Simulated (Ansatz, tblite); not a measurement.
Removing and adding an electron: `C#CCCCCCCCCCC=C`. The state is a singlet with charge 0. Geometry: PBE-D4/def2-SVP. Ansatz, gas phase; energy differences of separate SCF runs; the oxidised species was run as a doublet alone; the reduced species was run as a doublet alone.

```xyz
35

C     1.037   -0.880    2.314
C     1.855   -0.065    1.908
C     2.791    0.914    1.359
C     3.511    0.457    0.065
C     2.590   -0.173   -0.987
C     1.369    0.669   -1.368
C     0.415   -0.056   -2.323
C    -0.947    0.630   -2.512
C    -1.741    0.875   -1.217
C    -1.947   -0.366   -0.343
C    -2.763   -0.081    0.929
C    -2.975   -1.297    1.785
C    -2.587   -1.431    3.067
H     0.301   -1.587    2.672
H     2.230    1.855    1.162
H     3.549    1.179    2.128
H     4.034    1.343   -0.356
H     4.303   -0.274    0.333
H     2.228   -1.150   -0.597
H     3.188   -0.410   -1.895
H     1.688    1.640   -1.810
H     0.816    0.923   -0.440
H     0.902   -0.184   -3.315
H     0.254   -1.089   -1.941
H    -0.804    1.604   -3.031
H    -1.561    0.009   -3.202
H    -2.732    1.306   -1.482
H    -1.237    1.659   -0.609
H    -2.449   -1.163   -0.938
H    -0.964   -0.785   -0.038
H    -2.259    0.712    1.524
H    -3.754    0.333    0.631
H    -3.485   -2.148    1.292
H    -2.776   -2.357    3.633
H    -2.078   -0.610    3.600
```

The xTB rows come from tblite. HOMO above LUMO, or a gap near zero within one spin, warns that the state may not be the lowest or that an electron is smeared out.

(1) Estimate orbital energies and vertical ionisation energies and electron affinities at: GFN1-xTB; GFN2-xTB; PBE-D4/def2-SVP; PBE0-D4/def2-SVP.

Results:

(1) 
| level | −HOMO (eV) | vertical IE (eV) | −LUMO (eV) | vertical EA (eV) | HOMO–LUMO gap (eV) | IE − EA (eV) | remarks |
| --- | --- | --- | --- | --- | --- | --- | --- |
| GFN1-xTB | 11.73 | 14.01 | 6.65 | 3.60 | 5.08 | 10.41 | – |
| GFN2-xTB | 10.65 | 12.80 | 5.59 | 2.29 | 5.07 | 10.51 | – |
| PBE-D4/def2-SVP | 6.08 | 8.46 | 0.65 | -1.64 | 5.43 | 10.10 | HOMO above zero (-1 doublet), gap within one spin near zero (+1 doublet), gap within one spin near zero (-1 doublet) |
| PBE0-D4/def2-SVP | 7.25 | 8.96 | -0.38 | -2.00 | 7.63 | 10.96 | HOMO above zero (-1 doublet) |

Relaxing the reduced species (PBE-D4/def2-SVP) changes its energy by -0.46 eV at PBE-D4/def2-SVP, so the adiabatic electron affinity to this nearest minimum is -1.19 eV. At PBE0-D4/def2-SVP it is -1.43 eV. The highest occupied level of the relaxed charge -1 doublet lies above zero (up to 2.58 eV). By energy differences, losing it releases 1.19 eV (each at its own geometry, to the charge 0 singlet, at PBE-D4/def2-SVP).     A HOMO above zero means that the electron is unbound at that level or that self-interaction error raises the level; the energy of removing that electron tells which. Raw xTB energy differences between charge states are shifted by several eV; the methods need an empirical correction for them. Sets without diffuse functions give affinities that are too small. A negative affinity means that the extra electron isn't bound; its size then hangs on the basis.
